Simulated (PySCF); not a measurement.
# Mo²⁸⁺ (molybdenum, charge +28) across methods

[Ne] 3s2 3p2, high-spin 3P determinant. All numbers are calculated (PySCF 2.14, the non-relativistic Hamiltonian (point nucleus), in an even-tempered Gaussian basis (16 s from 3.6 bohr⁻², ratio 2.5; 10 p from 4.7 bohr⁻², ratio 2.5; 5 d from 20 bohr⁻², ratio 2.7; 4 f from 30 bohr⁻², ratio 2.7)).

| method | E (hartree) | mean ε 3s α (eV) | mean ε 3s β (eV) | mean ε 3p α (eV) | Σ⟨r²⟩ (bohr²) | ⟨S²⟩ |
| --- | --- | --- | --- | --- | --- | --- |
| PBEsol | -3412.96 | -1548.9 | -1536.3 | -1480.2 | 0.8379 | 2.000 |
| r2SCAN | -3415.23 | -1553.4 | -1537.2 | -1483.0 | 0.8385 | 2.001 |
| PBE0 | -3415.01 | -1559.0 | -1542.7 | -1488.3 | 0.8379 | 2.001 |
| LDA | -3410.72 | -1548.0 | -1536.6 | -1479.8 | 0.8383 | 2.000 |
| PBE | -3414.92 | -1549.6 | -1536.9 | -1480.8 | 0.8377 | 2.000 |
| TPSS | -3415.39 | -1551.3 | -1537.2 | -1481.5 | 0.8378 | 2.000 |

Task: Estimate the same row for UHF.

Result: E (hartree) = -3414.69350; mean ε 3s α (eV) = -1586.1; mean ε 3s β (eV) = -1557.9; mean ε 3p α (eV) = -1509.7; Σ⟨r²⟩ (bohr²) = 0.8390; ⟨S²⟩ = 2.001.

A non-relativistic calculation at this Z misses sizeable relativistic shifts. Spin-orbit coupling is strong in this species (close to jj coupling), so the high-spin LS determinant is a model state, not a physical level.
